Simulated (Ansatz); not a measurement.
C2H6SSi can be A, `[SiH3]/C=C\S`, or B, `C[SiH]1CS1`.

Program: Ansatz. Geometries: PBE0-D4/def2-TZVP. ΔE: electronic, gas phase. CCSD(T)/CBS adds triple-zeta CCSD(T) − MP2 to the extrapolated MP2 energy (def2 sets, frozen cores). Functionals use def2-TZVPP. B3LYP here is the variant with VWN-RPA as its local correlation; programs differ in this. One conformer a species, not always the lowest.

Q: Which isomer does CCSD(T)/CBS put lower? Give the gap. (Estimate.)

A: Computed: B, by 125.4 kJ/mol.

Q: Give E(B) − E(A) in kJ/mol with BLYP-D4, LDA (SPW92), B3LYP, MP2/def2-TZVPP, B2PLYP, CCSD/def2-TZVPP, CCSD(T)/def2-TZVPP. (An estimate is asked.)

A: The calculation gave: BLYP-D4 -100.2, LDA (SPW92) -132.5, B3LYP -112.4, MP2/def2-TZVPP -134.1, B2PLYP -119.1, CCSD/def2-TZVPP -120.1, CCSD(T)/def2-TZVPP -119.9. None reverses the order clearly.

Q: Does the order hold for the free energy at 298.15 K (harmonic terms from PBE0-D4)? (Best estimate.)

A: Computed: Yes: G(B) − G(A) = -102.0 kJ/mol, for one conformer each. Modes under 60 cm⁻¹, often nearly free rotors, make the harmonic entropy too high.

Largest T1 diagnostic: 0.013.

From r2SCAN to r2SCAN0 (25 % exact exchange), in def2-TZVPP and without D4, E(B) − E(A) moves by −7.1 kJ/mol. Leaving LDA and LC-ωPBE aside and taking each functional with its dispersion term where it has one, the values, not all of them listed here, spread over 40.7 kJ/mol, from PBE-QIDH to BLYP-D4. LDA lies −5.0 kJ/mol from PBE without D4.
